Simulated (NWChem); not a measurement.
System: Si$_{2}$N$_{2}$H$_{5}$Cl; SMILES Cl[SiH]1N[SiH2]N1

```xyz
10

Cl     0.4402     2.2004     0.0074
Si    -0.6493     0.4190    -0.0172
N     -0.1760    -0.7513    -1.2034
Si     0.3567    -1.9095     0.0027
N     -0.1657    -0.7277     1.1930
H     -2.0562     0.8732    -0.0446
H     -0.3815    -0.8373    -2.1867
H     -0.3888    -3.1977    -0.0107
H      1.8104    -2.2322     0.0298
H      0.1414    -0.5754     2.1419
```
Atoms are numbered in this order, from 1.

All runs: NWChem. All runs use the structure optimised with B3LYP/6-31G* (spherical d). GIAO values for the isolated, static molecule; σ is the absolute isotropic shielding, δ = σ(reference) − σ with the isolated reference molecule computed at the same levels (1H: tetramethylsilane, 15N: ammonia, 29Si: tetramethylsilane).

Question: Among these, which level gives the lowest value of “δ H9 (ppm)”?
(A) LDA (Slater exchange, VWN5)/pcSseg-1
(B) KT2/pcSseg-1
(C) BHandHLYP/pcSseg-1
(D) PBE0/pcSseg-1

Answer: C, BHandHLYP/pcSseg-1. Values: BHandHLYP/pcSseg-1 5.33; PBE0/pcSseg-1 5.70; KT2/pcSseg-1 5.99; LDA (Slater exchange, VWN5)/pcSseg-1 6.30
